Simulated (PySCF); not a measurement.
GeTe: energy against distance

Set-up: PySCF, scalar-relativistic core potentials, basis sets Ge def2-TZVPPD, Te def2-TZVPPD with ECP28. Energies in eV from Ge + Te in their ground configurations at the same level. State: ¹Σ⁺ (singlet), closed shell.

All columns are PBE0. A positive dipole means Ge(−)Te(+).

```tsv
R (Å)	E (eV)	μ (D)	Mulliken charge on Ge (basis-dependent)	HOMO (eV)	LUMO (eV)	Mayer bond order	⟨S²⟩
2.015	-2.831	0.09	-0.21	-7.02	-1.99	2.40	0.00
2.109	-3.709	-0.29	-0.11	-7.14	-2.17	2.41	0.00
2.202	-4.188	-0.68	-0.03	-7.24	-2.36	2.42	0.00
2.273	-4.355	-0.98	0.03	-7.23	-2.50	2.42	0.00
2.343	-4.399	-1.27	0.07	-7.08	-2.63	2.42	0.00
2.413	-4.349	-1.55	0.10	-6.94	-2.76	2.42	0.00
2.507	-4.173	-1.93	0.14	-6.77	-2.93	2.42	0.00
2.624	-3.836	-2.37	0.17	-6.59	-3.13	2.41	0.00
2.765	-3.332	-2.86	0.19	-6.40	-3.34	2.40	0.00
2.952	-2.592	-3.45	0.22	-6.20	-3.60	2.37	0.00
```

A fit through these points gives, at Re = 2.337 Å, μ = -1.24 D and dμ/dR = -4.12 D/Å; the reduced mass is 47.11 u.

Q: How strong is the fundamental in the double-harmonic approximation, I = 42.26·(dμ/dR)²/μred km/mol?

A: I = 42.26·(-4.12)²/47.11 = 15.2 km/mol at PBE0.

Spin–orbit coupling is left out, which matters for elements this heavy, above all for dissociation energies.
